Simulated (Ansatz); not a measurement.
Reaction (cleavage of the Si–Al bond): `F[CH2][AlH][SiH3]` + `NB(O)O[SiH3]` → `NB(O[SiH3])O[SiH3]` + `F[CH2][AlH2]`

Program: Ansatz. Geometries: PBE0-D4/def2-TZVP. ΔE: electronic, gas phase. CCSD(T)/CBS is the MP2 limit (def2-TZVPP, def2-QZVPP) plus CCSD(T) − MP2 in def2-TZVPP, frozen cores. DFT in def2-TZVPP. Each species was taken in one conformer, which may not be the lowest.

CCSD(T)/CBS gives -79.7 kJ/mol.

Q: Another level gave -82.1 kJ/mol. Which?
A. PBE0/def2-TZVPP
B. r2SCAN-D4/def2-TZVPP
C. B2PLYP/def2-TZVPP
D. PBE/def2-TZVPP

A: C. B2PLYP -82.1, r2SCAN-D4 -73.7, PBE0 -59.5, PBE -51.4 kJ/mol.

Largest T1 diagnostic among the species: 0.012.

From PBE to PBE0 (25 % exact exchange), in def2-TZVPP and without D4, ΔE moves by −8.1 kJ/mol. The D4 term adds −7.5 kJ/mol with B3LYP and −4.2 kJ/mol with PBE0; it sums over pairs of atoms, weighted by their polarisabilities, and B3LYP, whose exchange is more repulsive, gets the larger term. In def2-TZVPP, CCSD(T) changes the Hartree–Fock value by +22.2 kJ/mol (the triples alone add +2.5 kJ/mol) and MP2 by +13.1 kJ/mol.

B3LYP here is the variant with VWN-RPA as its local correlation; programs differ in this.
